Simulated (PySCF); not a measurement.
C₄H₆Si.

```xyz
11

C      0.0000     0.7422    -1.3002
C      0.0000     1.3638    -0.0880
Si     0.0000     0.0000     1.2109
C      0.0000    -1.3638    -0.0880
C      0.0000    -0.7422    -1.3002
H      0.0000     1.2855    -2.2616
H      0.0000     2.4580     0.0183
H     -1.2189     0.0000     2.0965
H      1.2189     0.0000     2.0965
H      0.0000    -2.4580     0.0183
H      0.0000    -1.2855    -2.2616
```
Charge 0, spin multiplicity 1.

Coordinates come from a PBE-D3(BJ)/def2-SVP optimisation.

All values below come from PBE0/pcSseg-1 run with PySCF. Non-relativistic, no solvent.

Task: Give the absolute GIAO shielding of each atom: isotropic value and principal components (ppm). (Estimate from the structure and the level; the computed values follow.)

Result: 
| atom | σ(iso) | σ11 | σ22 | σ33 | span |
|---|---|---|---|---|---|
| C1 | 24.0 | -99.0 | 33.3 | 137.7 | 236.7 |
| C2 | 47.7 | -67.2 | 40.1 | 170.2 | 237.4 |
| Si3 | 393.4 | 322.0 | 401.1 | 457.1 | 135.1 |
| C4 | 47.7 | -67.2 | 40.1 | 170.2 | 237.4 |
| C5 | 24.0 | -99.0 | 33.3 | 137.7 | 236.7 |
| H6 | 23.8 | 21.3 | 22.8 | 27.3 | 6.0 |
| H7 | 24.7 | 23.4 | 24.7 | 25.9 | 2.5 |
| H8 | 26.5 | 23.5 | 24.4 | 31.5 | 8.0 |
| H9 | 26.5 | 23.5 | 24.4 | 31.5 | 8.0 |
| H10 | 24.7 | 23.4 | 24.7 | 25.9 | 2.5 |
| H11 | 23.8 | 21.3 | 22.8 | 27.3 | 6.0 |
